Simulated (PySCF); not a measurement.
C5H12Si, SMILES C[Si@H]1CC[C@@H]1C. Coordinates come from a PBE0-D3(BJ)/def2-SVP optimisation. The structure was generated by enumeration; whether it is a known compound was not checked.

All values below come from PBE0-D3(BJ)/def2-SVP run with PySCF.

Harmonic wavenumbers (cm⁻¹): 115, 146, 152, 187, 230, 272, 376, 445, 589, 603, 678, 689, 742, 772, 821, 873, 891, 904, 967, 977, 985, 1089, 1136, 1162, 1203, 1242, 1259, 1272, 1340, 1395, 1419, 1427, 1428, 1462, 1466, 1471, 2194, 3036, 3043, 3044, 3055, 3080, 3100, 3119, 3138, 3159, 3162, 3164. Rotational constants (GHz): 3.855, 2.270, 1.613; symmetry number 1.

Q: Work out the zero-point energy and the ideal-gas rigid-rotor harmonic-oscillator thermochemistry at 298.15 K and 1 atm.

A: ZPE = ½ Σ hcν = ½ × 68477 cm⁻¹ = 97.89 kcal/mol. H − E(el) = 103.68 kcal/mol. Entropy in cal/(mol K): translation 39.73, rotation 27.52, vibration 19.58, total 86.83. G − E(el) = 77.79 kcal/mol. Cp = 32.86 cal/(mol K). Modes under 150 cm⁻¹ make the vibrational entropy uncertain.
